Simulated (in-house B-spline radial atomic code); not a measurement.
Relativistic effects in Se22+, [Ne] 3s2: non-relativistic Hartree-Fock (point nucleus) against Dirac-Hartree-Fock (Fermi nucleus of rms radius 4.14 fm), both averages of the configuration, computed with an all-electron radial atomic-structure program (B-spline basis).

| orbital | ε NR (Eh) | ε Dirac (Eh) | <r> NR (bohr) | <r> Dirac (bohr) | change of <r> (%) |
| --- | --- | --- | --- | --- | --- |
| 1s1/2 | -496.83 | -504.46 | 0.04495 | 0.04403 | -2.0 |
| 2s1/2 | -94.848 | ? | 0.1956 | ? | ? |
| 2p1/2 | -88.681 | ? | 0.1695 | ? | ? |
| 2p3/2 | -88.681 | -88.672 | 0.1695 | 0.1689 | -0.3 |
| 3s1/2 | -35.715 | -36.218 | 0.4883 | 0.4811 | -1.5 |

Problem. What happens to 2p1/2?

Solution. Its energy goes to -90.269 hartree and <r> to 0.1654 bohr (-2.40 %).

Problem. What happens to 2s1/2?

Solution. Its energy goes to -96.701 hartree and <r> to 0.1915 bohr (-2.10 %).

Problem. What explains the pattern of contraction and expansion?

Solution. The s and p1/2 orbitals contract directly, as their density near the nucleus moves at relativistic speed. Nothing expands appreciably in this ion.

Problem. By how much does the total energy change?

Solution. By -28.207 hartree, from -2102.709 to -2130.915.
